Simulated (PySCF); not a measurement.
A GIAO shielding run with PySCF 2.14.0 with density-fitted response routines (density fitting, non-relativistic, gas phase) on `F[C@@](Cl)(C[SiH3])[SiH2]C(Cl)Cl`, C₃H₈Cl₃FSi₂:

```
$ OMP_NUM_THREADS=1 python probes_run.py task.json out

{"job": {"kind": "nmr", "xc": "PBE0", "basis": "pcSseg-1"}, "charge": 0, "multiplicity": 1}
F     -0.242177     1.298628     1.146348
C     -0.251206     0.026237     0.624833
Cl    -1.173257    -0.969547     1.806568
C     -0.973719     0.040114    -0.699954
Si    -2.842252     0.442313    -0.524293
Si     1.542575    -0.694911     0.666521
C      2.529815    -0.014048    -0.839284
Cl     4.151957    -0.736611    -0.793515
Cl     2.652308     1.757229    -0.717572
H     -0.833595    -0.926989    -1.181684
H     -0.479089     0.788649    -1.320540
H     -3.020034     1.455526     0.508727
H     -3.550519    -0.793510    -0.197728
H     -3.278148     0.944135    -1.828914
H      2.195981    -0.226734     1.879569
H      1.441185    -2.141958     0.493957
H      2.123176    -0.236491    -1.824606
```

Hardware: 1 thread of an Intel Xeon, shared host. The job also computes population analyses, field gradients.

(1) How large is the calculation?

(2) How long does it take, and how much memory does it need?

Answers

(1) 114 electrons, 228 basis functions and 1303 auxiliary functions.

(2) 92 s of wall time, with 14 SCF cycles and 5 response iterations; peak memory 1.1 GiB. Times on a shared host scatter by some tens of per cent.
